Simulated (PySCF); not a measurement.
# [Y(OH)(NH2)2] (charge 0, multiplicity 1)

Computed with TPSSh-D3(BJ)/def2-TZVP // TPSS-D3(BJ)/def2-SVP (PySCF).

```
Item                                                                     Value
-------------------------------------  ---------------------------------------
HOMO                                                                  -5.61 eV
dipole moment                                                        0.039 e·Å
LUMO                                                                  -1.42 eV
HOMO–LUMO gap                                                          4.19 eV
charge on the central atom (Mulliken)                                   1.47 e
total energy                                                      -226.2778 Ha
cost                                   about 2.1 core-minutes (a rough figure)
```

```xyz
9

Y      0.1838    -0.0064     0.1114
O      0.1395    -1.7954     1.0776
H      0.0967    -2.6421     1.5387
N     -1.6147     1.1688    -0.1690
H     -1.6848     2.0781    -0.6450
H     -2.5732     0.9563     0.1352
N      2.0436     0.7683    -0.6829
H      2.1820     1.6517    -1.1912
H      2.9760     0.3378    -0.6419
```
